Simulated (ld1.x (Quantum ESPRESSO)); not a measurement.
# Scattering properties, ultrasoft potential for Rh

- Element: Rh (Z = 45)
- Generator: ld1.x (Quantum ESPRESSO) 7.5
- Type: ultrasoft
- Functional: PBEsol
- Relativity: non-relativistic
- Frozen core: [Ar] 3d10 4s2
- Valence charge: 15
- Reference configuration: 4p6 4d8 5s0 5p1
- Partial waves: 5s (bound, empty): rcut 2.70, rcutus 3.05 bohr; 5s channel at 0.55 Ry: rcut 2.70, rcutus 3.05 bohr; 4p (bound): rcut 2.00, rcutus 2.15 bohr; 5p (bound): rcut 2.00, rcutus 2.15 bohr; 4d (bound): rcut 1.75, rcutus 2.10 bohr; 4d channel at 0.9 Ry: rcut 1.75, rcutus 2.10 bohr
- Local potential: all-electron potential smoothed inside 1.70 bohr (lloc = -2)
- Core correction: Bessel-smoothed model core, default radius (core density twice the valence density)
- Augmentation charge: PSQ, radius 1.75 bohr

The phase is arctan(r·u′/u) with u = r·R(r), unwrapped; energies in Ry, scanned from -6 to 5 Ry. A pole is an energy at which the radial function vanishes at the test radius. The pseudo phase is shifted by a multiple of π to meet the all-electron one at the reference energy, and phase errors are pseudo minus all-electron; the curves can meet again beyond the range given. Levels narrower than the energy grid can be missing from the lists of poles. Where the grid stepped over a known ghost or core level, its pole and its step of π were put in at the level’s energy. n/a: not evaluated, since a narrow level or a reset projector energy made the automatic matching unsafe.

For each channel, where are the poles, and over which energies does the pseudopotential scatter like the atom?

| channel | radius (bohr) | reference energy (Ry) | poles, all-electron | poles, pseudo | unbroken range about the reference energy with phases within 0.05 rad | phase error 1 Ry above the reference energy (rad) |
| --- | --- | --- | --- | --- | --- | --- |
| s | 3.32 | -0.37 | -5.77, 0.58 | 0.58 | -5.8 to 2.6 | -0.000 |
| p | 3.32 | -0.12 | 1.34 | 1.32 | n/a | n/a |
| d | 3.32 | -0.58 | -0.50, 2.90 | -0.50, 2.90 | the whole range | -0.000 |

Phases in the d channel:

```json
{"E (Ry)": "-6.00", "all-electron": "1.448", "pseudo": "1.448"}
{"E (Ry)": "-5.74", "all-electron": "1.445", "pseudo": "1.445"}
{"E (Ry)": "-5.48", "all-electron": "1.442", "pseudo": "1.442"}
{"E (Ry)": "-5.22", "all-electron": "1.439", "pseudo": "1.439"}
{"E (Ry)": "-4.96", "all-electron": "1.436", "pseudo": "1.436"}
{"E (Ry)": "-4.70", "all-electron": "1.432", "pseudo": "1.432"}
{"E (Ry)": "-4.44", "all-electron": "1.428", "pseudo": "1.428"}
{"E (Ry)": "-4.18", "all-electron": "1.424", "pseudo": "1.424"}
{"E (Ry)": "-3.92", "all-electron": "1.419", "pseudo": "1.419"}
{"E (Ry)": "-3.66", "all-electron": "1.414", "pseudo": "1.414"}
{"E (Ry)": "-3.40", "all-electron": "1.408", "pseudo": "1.408"}
{"E (Ry)": "-3.14", "all-electron": "1.401", "pseudo": "1.401"}
{"E (Ry)": "-2.88", "all-electron": "1.394", "pseudo": "1.394"}
{"E (Ry)": "-2.62", "all-electron": "1.385", "pseudo": "1.385"}
{"E (Ry)": "-2.36", "all-electron": "1.375", "pseudo": "1.375"}
{"E (Ry)": "-2.10", "all-electron": "1.362", "pseudo": "1.362"}
{"E (Ry)": "-1.84", "all-electron": "1.347", "pseudo": "1.347"}
{"E (Ry)": "-1.58", "all-electron": "1.327", "pseudo": "1.327"}
{"E (Ry)": "-1.32", "all-electron": "1.298", "pseudo": "1.298"}
{"E (Ry)": "-1.06", "all-electron": "1.246", "pseudo": "1.246"}
{"E (Ry)": "-0.80", "all-electron": "1.083", "pseudo": "1.083"}
{"E (Ry)": "-0.54", "all-electron": "-1.456", "pseudo": "-1.456"}
{"E (Ry)": "-0.28", "all-electron": "-1.773", "pseudo": "-1.773"}
{"E (Ry)": "-0.02", "all-electron": "-1.870", "pseudo": "-1.870"}
{"E (Ry)": "0.24", "all-electron": "-1.967", "pseudo": "-1.967"}
{"E (Ry)": "0.50", "all-electron": "-2.112", "pseudo": "-2.112"}
{"E (Ry)": "0.76", "all-electron": "-2.398", "pseudo": "-2.398"}
{"E (Ry)": "1.02", "all-electron": "-3.051", "pseudo": "-3.051"}
{"E (Ry)": "1.28", "all-electron": "-3.869", "pseudo": "-3.869"}
{"E (Ry)": "1.54", "all-electron": "-4.272", "pseudo": "-4.273"}
{"E (Ry)": "1.80", "all-electron": "-4.455", "pseudo": "-4.455"}
{"E (Ry)": "2.06", "all-electron": "-4.555", "pseudo": "-4.556"}
{"E (Ry)": "2.32", "all-electron": "-4.620", "pseudo": "-4.620"}
{"E (Ry)": "2.58", "all-electron": "-4.667", "pseudo": "-4.667"}
{"E (Ry)": "2.84", "all-electron": "-4.704", "pseudo": "-4.705"}
{"E (Ry)": "3.10", "all-electron": "-4.737", "pseudo": "-4.737"}
{"E (Ry)": "3.36", "all-electron": "-4.767", "pseudo": "-4.768"}
{"E (Ry)": "3.62", "all-electron": "-4.798", "pseudo": "-4.799"}
{"E (Ry)": "3.88", "all-electron": "-4.832", "pseudo": "-4.834"}
{"E (Ry)": "4.14", "all-electron": "-4.874", "pseudo": "-4.877"}
{"E (Ry)": "4.40", "all-electron": "-4.930", "pseudo": "-4.936"}
{"E (Ry)": "4.66", "all-electron": "-5.016", "pseudo": "-5.029"}
{"E (Ry)": "4.92", "all-electron": "-5.178", "pseudo": "-5.211"}
```
